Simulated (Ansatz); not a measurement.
The cluster MgB6. The state is a singlet with charge 0. Geometry PBE0-D4/def2-SVP; atoms count from 1.

```xyz
7

Mg    0.955    0.556   -1.592
B    -0.046    0.520    1.027
B    -0.455    1.613   -0.172
B    -1.494    0.402    0.014
B    -0.660   -0.930    0.150
B     0.832   -1.394   -0.453
B     0.869   -0.767    1.025
```

The restricted singlet is unstable towards broken spin symmetry in Hartree–Fock (as tested in another run); at PBE0-D4/def2-TZVP this wasn't settled. Another isomer (singlet) lies 0.34 eV lower at PBE0-D4/def2-TZVP; other spin states weren't run for this one.

Question: Estimate the Mulliken populations from the PBE0/def2-TZVP orbitals of Ansatz.

Answer: 
```json
{"atom": "Mg1", "charge (e)": "0.41"}
{"atom": "B2", "charge (e)": "-0.03"}
{"atom": "B3", "charge (e)": "-0.28"}
{"atom": "B4", "charge (e)": "0.10"}
{"atom": "B5", "charge (e)": "-0.03"}
{"atom": "B6", "charge (e)": "-0.28"}
{"atom": "B7", "charge (e)": "0.10"}
```
Mulliken values depend strongly on the basis.

Question: And the Mayer bond orders between heavy atoms (over 0.3)?

Answer: Mg1–B3 0.70 (2.26 Å); Mg1–B6 0.71 (2.26 Å); B2–B3 0.85 (1.67 Å); B2–B4 0.55 (1.77 Å); B2–B5 0.51 (1.80 Å); B2–B6 0.32 (2.57 Å); B2–B7 1.03 (1.58 Å); B3–B4 1.13 (1.61 Å); B3–B5 0.32 (2.57 Å); B4–B5 1.03 (1.58 Å); B5–B6 0.85 (1.67 Å); B5–B7 0.55 (1.77 Å); B6–B7 1.13 (1.61 Å).
